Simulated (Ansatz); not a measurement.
The same path of Cl$_{2}$H$_{3}$OScSi (8 atoms, charge 0, multiplicity 1) was run 3 times with different band settings. Lost on the way: Si1–H8. Made: O2–H8, Sc3–H6, Sc3–H7.

The calculation used RKS PBE0-D4/def2-SVP in Ansatz 0.2.0.

Relaxed end points:

```xyz
8
Properties=species:S:1:pos:R:3
Si 0.434 -0.737 1.363
O 0.000 0.044 -0.045
Sc -0.506 0.875 -1.604
Cl -2.127 -0.101 -2.884
Cl 0.511 2.838 -2.185
H -0.710 -0.704 2.322
H 0.784 -2.156 1.058
H 1.613 -0.059 1.976
```

```xyz
8
Properties=species:S:1:pos:R:3
Si 0.123 -0.948 1.590
O 1.246 -0.324 0.234
Sc -0.404 0.359 -0.735
Cl -1.265 -0.723 -2.543
Cl -0.205 2.621 -0.858
H -0.773 0.366 1.361
H -0.720 -1.561 0.425
H 1.997 0.208 0.525
```

Common settings: optimiser quadratic models (default); start path through a guess of the saddle point; force threshold 0.05 eV/Å; iteration limit 60; end points relaxed.

| run | movable images | climbing image | spring |
| --- | --- | --- | --- |
| 1 | 5 | yes | 5.0 eV/Å² |
| 2 | 6 | no | 5.0 eV/Å² |
| 3 | 5 | yes | 20.0 eV/Å² |

What does each run give, and how far can it be trusted?

Run 1: converged after 22 iterations, highest image 3.190 eV above the first end. Neighbouring images differ by up to 2.8 eV, so the band resolves the path poorly. A vibrational analysis at the climbing image gives one clearly imaginary mode, 1640i cm⁻¹: a first-order saddle point.
Run 2: converged after 22 iterations, highest image 1.932 eV above the first end. Neighbouring images differ by up to 1.6 eV, so the band resolves the path poorly. No image climbed, so the highest image needn't sit at the top of the path.
Run 3: converged after 34 iterations, highest image 3.360 eV above the first end. Neighbouring images differ by up to 1.8 eV, so the band resolves the path poorly. The order of the stationary point at the top wasn't checked.
The orbitals stay closed-shell, which can raise the energy where a bond breaks towards radicals; this wasn't checked here.
